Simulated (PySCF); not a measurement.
A GIAO shielding run with PySCF 2.14.0 with density-fitted response routines (density fitting, non-relativistic, gas phase) on `O=S(=O)(/C=C\F)C(F)(F)F`, C$_{3}$H$_{2}$F$_{4}$O$_{2}$S:

```
{"job": {"kind": "nmr", "xc": "PBE0", "basis": "pcSseg-1"}, "charge": 0, "multiplicity": 1}
O      0.707292    -1.909474     1.106673
S      0.252128    -1.070528     0.049567
O     -0.072948    -1.634532    -1.214273
C     -1.059262    -0.023614     0.674725
C     -1.804972     0.712399    -0.126997
F     -1.636811     0.739169    -1.435603
C      1.613824     0.222390    -0.220075
F      1.238736     1.128296    -1.117752
F      1.817149     0.856527     0.936252
F      2.744814    -0.336513    -0.611599
H     -1.186001    -0.046981     1.739555
H     -2.612751     1.362176     0.193499
```

Hardware: 1 thread of an Arm Neoverse V1, shared host. The job also computes population analyses, field gradients.

Problem. How large is the calculation?

Solution. 88 electrons, 187 basis functions and 996 auxiliary functions.

Problem. How long does it take?

Solution. 28 s of wall time, with 15 SCF cycles and 5 response iterations. Times on a shared host scatter by some tens of per cent.
